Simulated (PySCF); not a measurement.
## Which functional comes closest?

Molecule: SMILES N#CSc1ccoc1, C₅H₃NOS.

Geometry (Å), atoms numbered from 1 in this order:
```xyz
11

N     3.4539    0.8338    0.9726
C     2.7485    0.5368    0.0979
S     1.7729    0.1240   -1.2156
C     0.2197   -0.0525   -0.4008
C    -0.9676   -0.5057   -1.0610
C    -1.9332   -0.4927   -0.1001
O    -1.4314   -0.0729    1.0744
C    -0.1242    0.1979    0.8970
H    -1.0798   -0.8014   -2.1015
H    -2.9890   -0.7507   -0.1113
H     0.4393    0.5483    1.7572
```

Geometry PBE0-D3(BJ)/def2-SVP throughout; GIAO in PySCF 2.14, gas phase, one conformer, non-relativistic; equivalent atoms averaged; basis pcSseg-1.

Reference values (estimated from measurements, as parent shift plus tabulated substituent increments; solution, not stated per compound (mostly CDCl3 or CCl4); Pretsch, Buehlmann, Badertscher, Structure Determination of Organic Compounds, 4th ed. (2009)): δ(H11) = 7.57 ppm, δ(H9) = 6.49 ppm, δ(H10) = 7.41 ppm. Computed shifts are taken against TMS, calculated as an isolated molecule at each level.

Task: How do the functionals HF, LDA, PBE, OPBE, B3LYP, PBE0, BHandHLYP, CAM-B3LYP, wB97X-D perform against the reference? Times are CPU seconds on shared hosts with different chips, so compare them loosely.

Result: 
| functional | kind | H11 | H9 | H10 | mean abs. error H | core-s |
| --- | --- | --- | --- | --- | --- | --- |
| HF | Hartree–Fock | 7.85 | 6.50 | 7.69 | 0.19 | 7.7 |
| LDA | LDA | 7.42 | 6.37 | 7.35 | 0.11 | 19 |
| PBE | GGA | 7.41 | 6.27 | 7.35 | 0.15 | 20 |
| OPBE | GGA | 7.45 | 6.34 | 7.42 | 0.09 | 24 |
| B3LYP | global hybrid | 7.49 | 6.30 | 7.39 | 0.10 | 15 |
| PBE0 | global hybrid | 7.57 | 6.41 | 7.48 | 0.05 | 24 |
| BHandHLYP | global hybrid | 7.65 | 6.41 | 7.52 | 0.09 | 15 |
| CAM-B3LYP | range-separated hybrid | 7.57 | 6.38 | 7.45 | 0.05 | 19 |
| wB97X-D | range-separated hybrid | 7.61 | 6.42 | 7.48 | 0.06 | 20 |

For ¹H the closest is PBE0 (0.05 ppm, with CAM-B3LYP, wB97X-D practically level) and the furthest HF (0.19 ppm). One molecule is a small sample, and vibrational and solvent effects are absent from the calculation.
